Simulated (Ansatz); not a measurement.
Basis-set extrapolation for ClFH6N2Si2, SMILES `N[Si@H](Cl)[Si@@H](N)F` (PBE0-D4/def2-TZVP geometry, frozen core, the Gaussian-basis code of Ansatz). Multiplicity 1, RHF reference.

|  | def2-TZVPP | def2-QZVPP |
| --- | --- | --- |
| HF | -1249.524584 | -1249.566263 |
| MP2 correlation | -1.103798 | -1.199120 |
| CCSD(T) correlation | -1.198563 | not run |

Energies in hartree. Use E(X) = E(∞) + A·exp(−7.88·√X) for Hartree–Fock and E(X) = E(∞) + B·X^(−2.97) for correlation, with X = 3 and 4, and add CCSD(T) minus MP2 of the smaller set to the MP2 limit.

Task: What is the CCSD(T) energy at the basis-set limit?

Result: HF limit: -1249.566263 + (-0.041679) × 0.13774 = -1249.57200. MP2 limit: -1.199120 + (-0.095322) × 0.74074 = -1.26973. Higher-order term: -1.198563 − (-1.103798) = -0.09476. Total: -1250.93649 hartree, 560.1 kJ/mol below CCSD(T)/def2-TZVPP.
